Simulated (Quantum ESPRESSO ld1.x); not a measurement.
Question: Bi2+, configuration [Hg] 6p1. Calculated with ld1.x of Quantum ESPRESSO 7.5: scalar-relativistic Kohn-Sham, BP86, spin-unpolarised, spherical densities, point nucleus. Some entries of the table are withheld. Estimate them.

| orbital | occ. | eigenvalue (eV) | r(max) (bohr) | <r^2> (bohr^2) |
|---|---|---|---|---|
| 1s | 2 | -90717.0 | 0.0096 | 0.0003458 |
| 2s | 2 | (1) | (2) | 0.005240 |
| 2p | 6 | (3) | 0.047 | 0.004485 |
| 3s | 2 | -3951.43 | (4) | 0.03367 |
| 3p | 6 | -3277.53 | 0.158 | 0.03501 |
| 3d | 10 | -2601.51 | 0.130 | 0.02901 |
| 4s | 2 | -920.637 | 0.355 | 0.1603 |
| 4p | 6 | -699.897 | 0.376 | 0.1841 |
| 4d | 10 | -447.846 | 0.382 | 0.2059 |
| 5s | 2 | -175.535 | 0.772 | 0.7724 |
| 4f | 14 | -170.385 | 0.341 | 0.2321 |
| 5p | 6 | -113.545 | (5) | (6) |
| 5d | 10 | -44.6321 | 1.03 | 1.736 |
| 6s | 2 | -30.9091 | 1.83 | 4.785 |
| 6p | 1 | -19.3713 | 2.27 | 7.624 |

Answer: 
(1) 2s eigenvalue (eV): -16313.4
(2) 2s r(max) (bohr): 0.056
(3) 2p eigenvalue (eV): -13954.0
(4) 3s r(max) (bohr): 0.158
(5) 5p r(max) (bohr): 0.857
(6) 5p <r^2> (bohr^2): 1.012
